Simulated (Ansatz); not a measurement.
Gas-phase electronic energies from Ansatz, PBE0-D4/def2-TZVP geometries. CCSD(T)/CBS adds triple-zeta CCSD(T) − MP2 to the extrapolated MP2 energy (def2 sets, frozen cores). This one scheme is used for every species. DFT in def2-TZVPP. B3LYP here is the variant with VWN-RPA as its local correlation; programs differ in this. For Se outer-core shells are correlated without core-valence functions, which leaves a few kJ/mol of doubt a bond. Scalar relativity is left out up to krypton. Each species was taken in one conformer, which may not be the lowest.

Reaction (ligand exchange at the Al–C bond): `N=[C](O)[AlH][F]` + `C[SeH]` → `C[Se][AlH][F]` + `N=CO`

`N=[C](O)[AlH][F]`:

```xyz
8

N    -0.302    1.088    0.889
C     0.149    0.018    0.376
O     0.955   -0.888    0.968
Al   -0.491   -0.193   -1.474
F    -0.068   -1.546   -2.314
H    -0.005    1.252    1.857
H     1.154   -0.608    1.875
H    -1.392    0.877   -2.177
```

`C[SeH]`:

Z-matrix (Å, degrees):
```
C
Se 1 1.949
H 1 1.088 2 110.6
H 1 1.087 2 110.6 3 -123.3
H 1 1.089 2 106.0 3 118.4
H 2 1.468 1 95.4 3 61.7
```

`C[Se][AlH][F]`:

Z-matrix (Å, degrees):
```
C
Se 1 1.967
H 1 1.087 2 108.0
H 1 1.089 2 111.1 3 120.3
H 1 1.087 2 108.1 3 -119.3
Al 2 2.290 1 96.1 3 -120.9
F 6 1.647 2 118.5 1 180.0
H 6 1.575 2 121.7 1 -0.0
```

`N=CO`:

```xyz
6

N     0.354   -0.793    0.566
C    -0.123    0.001   -0.284
O    -0.207    1.316   -0.061
H     0.339   -1.749    0.228
H    -0.518   -0.244   -1.273
H     0.155    1.470    0.824
```

```
             level  ΔE (kJ/mol)  difference from CCSD(T)/CBS
       LDA (SPW92)       -132.0                          3.0
         revPBE-D4       -127.7                          7.3
            B97M-V       -130.4                          4.6
          B3LYP-D4       -129.2                          5.8
           ωB97X-V       -130.4                          4.6
               PBE       -129.6                          5.4
           r2SCAN0       -140.2                         -5.2
       HF/def2-SVP       -136.8                         -1.8
SCS-MP2/def2-TZVPP       -132.5                          2.5
   CCSD/def2-TZVPP       -131.6                          3.4
       CCSD(T)/CBS       -135.0                            0
```

Largest T1 diagnostic among the species: 0.015.

At CCSD(T), def2-SVP lies +6.7 kJ/mol from the extrapolated value and def2-TZVPP +4.3 kJ/mol. From r2SCAN to r2SCAN0 (25 % exact exchange), in def2-TZVPP and without D4, ΔE moves by −3.9 kJ/mol.
